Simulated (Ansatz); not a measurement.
The As1–As2 bond of As2 is stretched (multiplicity 1).


Cores are frozen in the correlated methods. Filled d and f shells under p-block atoms count as core.

The values were computed with Ansatz (Gaussian basis) for Hartree–Fock, density functionals and correlated methods. 

Energies above the point at 2.104 Å (the B3LYP-D3(BJ) bond length), FIC-MRCISD+Q on CASSCF(10,8)/cc-pVTZ (kcal/mol): 24.33 at 1.894 Å; 6.00 at 2.315 Å; 81.14 at 8.417 Å.

Take the last value as the depth D of a Morse curve D(1 − e^(−a(R − R₀)))², fit a and R₀ to the two near points, and test it at 2.841 and 3.682 Å.


With D = 81.1, both near points (counted from the curve's value at 2.104 Å) are met by a = 1.82 Å⁻¹ and R₀ = 2.135 Å, so k = 2Da² = 535 kcal/(mol Å²). The curve then gives 42.1 and 71.4 kcal/mol; the level itself gives 47.4 and 76.2, so Morse is off by -5.4 and -4.8.

Ansatz is a quantum-chemistry and plane-wave program.
